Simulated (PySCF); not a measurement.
Predicted microwave data (PBE0-D3(BJ)/def2-SVP geometry optimisation, gas phase in PySCF) for one isomer of C6H11F:

```
Rotational constants : A = 3721, B = 2309, C = 1633 MHz
Dipole components    : |μa| = 0.71 D, |μb| = 1.31 D, |μc| = 0.44 D
Inertial defect      : -45.29 u·Å²
κ                    : -0.35
```

Question: Which candidate fits, each taken in the one conformer that was computed?
A. `[CH3:1][CH2:2][C@@H:3]1[CH2:4][CH2:5][C@@H:6]1[F:7]` with C1–C2–C3–C4 176°, C2–C3–C4–C5 -98°, C3–C4–C5–C6 -18°, C4–C5–C6–F7 140°, C2–C3–C6–C5 97°
B. `[F:1][CH:2]1[CH2:3][CH2:4][CH2:5][CH2:6][CH2:7]1` with F1–C2–C3–C4 66°, C2–C3–C4–C5 54°, C3–C4–C5–C6 -55°, C4–C5–C6–C7 55°

Answer: A. It is CC[C@@H]1CC[C@@H]1F, an asymmetric top, point group C1. The candidates at the same level (rigid rotor, commonest isotopes):

| SMILES | A (MHz) | B (MHz) | C (MHz) | μa (D) | μb (D) | μc (D) | Δ (u·Å²) | point group | rotor |
| --- | --- | --- | --- | --- | --- | --- | --- | --- | --- |
| CC[C@@H]1CC[C@@H]1F | 3721 | 2309 | 1633 | 0.71 | 1.31 | 0.44 | -45.29 | C1 | asymmetric top |
| FC1CCCCC1 | 3575 | 2664 | 2007 | 0.88 | 0.00 | 1.36 | -79.25 | Cs | asymmetric top |

`FC1CCCCC1` has C 23 % too high. No structure here is proved a minimum.
